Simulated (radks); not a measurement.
Problem. The mean radii <r> (bohr) of the occupied orbitals of an atom or ion are listed with their occupations. Calculated with a radial shooting solver on a logarithmic mesh with Libxc functionals: scalar-relativistic Kohn-Sham, BLYP, spin-polarised, spherical densities, finite nucleus; Fermi nuclear charge, rms radius of each element as measured or else 0.836 A^(1/3) + 0.57 fm.

orbital  occ.      <r>
1s down     1  0.01835
1s up       1  0.01835
2s up       1  0.07758
2s down     1  0.07758
2p up       3  0.06944
2p down     3  0.06944
3s up       1   0.2011
3s down     1   0.2011
3p up       3   0.2013
3p down     3   0.2013
3d up       5   0.1824
3d down     5   0.1824
4s up       1   0.4488
4s down     1   0.4489
4p up       3   0.4768
4p down     3   0.4769
4d up       5   0.5088
4d down     5   0.5089
5s up       1    1.052
5s down     1    1.048
5p up       3    1.220
5p down     3    1.216
4f up       7   0.5907
4f down     6   0.5890
5d up       4    1.781
6s up       1    2.785
6s down     1    2.902

Name the element and its charge. Open shells, if any, are filled with parallel spins first.

Solution. Z = 74, tungsten, charge +1: W+ in [Xe] 4f13 5d4 6s2. The 1s radius gives Z: for a bare nucleus <r> = (2 gamma + 1)/(2Z) with gamma = sqrt(1 - (Z/c)^2), 0.01813 bohr for Z = 74, and screening makes it slightly larger (0.01835 here). The occupations add up to 73, and the charge is Z minus that.
